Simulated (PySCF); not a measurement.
Task: Write a Z-matrix for `[NH3+][AlH2-][S]C(F)(F)F` as optimised with PBE0-D3(BJ)/def2-SVP.

Result: 
Z-matrix in Å and degrees, rows numbered from 1:
```
N 
Al  1  2.0627
S   2  2.2866  1   91.70
C   3  1.7964  2   95.30  1  -176.25
F   4  1.3294  3  112.80  2   116.78
F   4  1.3288  3  112.42  2  -121.81
F   4  1.3562  3  110.67  2    -2.54
H   1  1.0222  2  110.99  3    57.45
H   1  1.0220  2  111.96  3   -62.51
H   1  1.0217  2  111.61  3   177.11
H   2  1.5924  1  100.68  3   117.13
H   2  1.5922  1  100.26  3  -117.21
```

N1 (nitrogen bonded to Al and 3 H) is tetrahedral (angles from 107.3° to 112.0°). The 3 C–F bonds span 1.329 Å (C4–F6, drawn single) to 1.356 Å (C4–F7, drawn single), a spread of 0.027 Å. S3 (sulfur bonded to Al and C) is bent (angle 95.3°). Al2 (aluminium bonded to N, S and 2 H) has angles from 91.7° to 122.1°.

Method: PySCF 2.14.0, PBE0-D3(BJ)/def2-SVP geometry optimisation, gas phase.

Point group: near Cs, missed by 0.16 Å at most; the miss may be what the optimiser left on a soft mode. Whether it is a minimum is left open (no frequencies). The numbers are those of one conformer (N1–Al2–S3–C4 -176°).

Time: 2.1 min wall; peak memory 0.54 GiB. Hardware: an Intel Xeon Platinum 8375C at 2.90 GHz with one thread, no GPU, shared host with 128 logical CPUs at a one-minute load of 80. This is the geometry optimisation.
